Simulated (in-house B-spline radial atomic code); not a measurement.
RPA and G0W0 on BHandHLYP: the bromine ion Br⁵⁺

Configuration [Ar] 3d10 4s2, mean-field start BHandHLYP. Computed with a B-spline radial code for spherical atoms: all electrons, scalar-relativistic (spin-free one-electron X2C), finite nucleus, each spin shell either full or empty, empty states to l = 9 with an (l + 1/2)⁻⁴ tail; G0W0 by contour deformation at full frequency.

Command:
```bash
python run_gw.py task.json out
```
Settings (radii: box in bohr, nucleus in fm):
```
Z                        35
electrons                30
configuration            [Ar] 3d10 4s2
hamiltonian              x2c
method                   bhandhlyp
lmax                     9
rms_radius               4.1629
spin_polarised           False
box_radius               10.43
intervals                67
ion_configuration        [Ar] 3d10 4s1
```

Cost of the run: 4 s on 1 thread of Arm Neoverse V2 (shared host).

Energies (hartree):

```json
{"term": "mean-field total", "value": "-2599.88406"}
{"term": "Hartree-Fock functional on these orbitals", "value": "-2598.23942"}
{"term": "direct second order", "value": "-2.5076"}
{"term": "second-order exchange", "value": "0.73146"}
{"term": "SOSEX correction", "value": "0.6784"}
```

**Question.** What is the RPA correlation energy, and what remains with SOSEX?

**Answer.** RPA gives -2.2161 hartree (-2.01 eV per electron); RPA + SOSEX gives -1.5377, and the second-order doubles -1.7761 hartree (no singles). RPA lacks exchange-type terms and so overcorrelates at short range.

Quasi-particle levels (eV):

```
level  occupied  mean field  Σx - vxc     Σc  QP weight     G0W0
   4s       yes      -83.90     -1.69      ?          ?        ?
   3d       yes     -147.26     -9.19   2.93      0.944  -153.52
   4p        no      -62.24      4.19  -1.54      0.970   -59.59
```

G0W0 = mean field + (Σx - vxc) + Σc, with Σc (partial-wave tail included) taken at the quasi-particle energy. Only the outer levels were computed. Levels of low weight are left out.

**Question.** Where does G0W0 put 4s?

**Answer.** At -87.82 eV, with Σc = -2.23 eV and a quasi-particle weight of 0.971. The tabulated removal energy is 87.39 ± 0.025 eV (NIST, measured); the calculation leaves out spin-orbit coupling, Breit and QED terms, and what these don't explain is the method's own error.

**Question.** What does it cost to remove one electron (to [Ar] 3d10 4s1) by differences of total energies, each species on its own start (correlation terms add to the Hartree-Fock functional)?

**Answer.** BHandHLYP 87.43 eV, Hartree-Fock functional 85.30 eV, + RPA 87.63 eV, + RPA + SOSEX 87.10 eV, + second order 87.80 eV. Tabulated: 87.39 ± 0.025 eV (NIST, measured); the calculation leaves out spin-orbit coupling, Breit and QED terms, and what these don't explain is the method's own error.
